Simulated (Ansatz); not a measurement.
Ideal-gas functions of ClI$_{3}$Sn (`[Cl][Sn]([I])([I])[I]`) at 500 K and 1 bar, from an Ansatz frequency run at PBE0-D4/def2-TZVP.

Molar mass 534.88 g/mol, point group C3v (symmetry number 3), electronic degeneracy 1, moments of inertia 1560.383, 1560.406, 2427.256 u Å². Harmonic wavenumbers (cm⁻¹, unscaled): 49, 49, 70, 91, 91, 170, 228, 228, 377.

Use S(trans) = R[1.5 ln M + 2.5 ln T − 1.1517]; rotational temperatures θ = 24.2544 K / I; S(rot) = R[ln(√π/σ · √(T³/θAθBθC)) + 1.5]; for each mode x = 1.438777 ν̃/T, S = R[x/(eˣ − 1) − ln(1 − e⁻ˣ)] and H = RT x/(eˣ − 1); 1 cm⁻¹ = 0.0119627 kJ/mol; R = 8.31446 J/(mol·K).

Question: By hand: the entropy, in J/(mol·K).

Answer: Translation 197.9. Rotation: θ = 0.0155, 0.0155, 0.01 K, giving 139.4. Vibration, mode by mode: 24.61, 24.61, 21.65, 19.48, 19.48, 14.34, 11.97, 11.97, 8.03, in all 156.1. Electronic 0.0. Sum 493.4 J/(mol·K).

Question: By hand: H − E and G − E in kJ/mol, counted from the electronic energy.

Answer: Zero-point energy ½ × 1353 × 0.0119627 = 8.1; thermal vibration 30.2; translation, rotation and pV give 4 RT = 16.6. H − E = 54.9 kJ/mol, and G − E = 54.9 − 500 × 493.4/1000 = -191.8 kJ/mol.

Vibration gives 32 % of the entropy, 109.8 J/(mol·K) of it from the modes under 150 cm⁻¹: soft modes count most, and the harmonic formula is weakest for them.
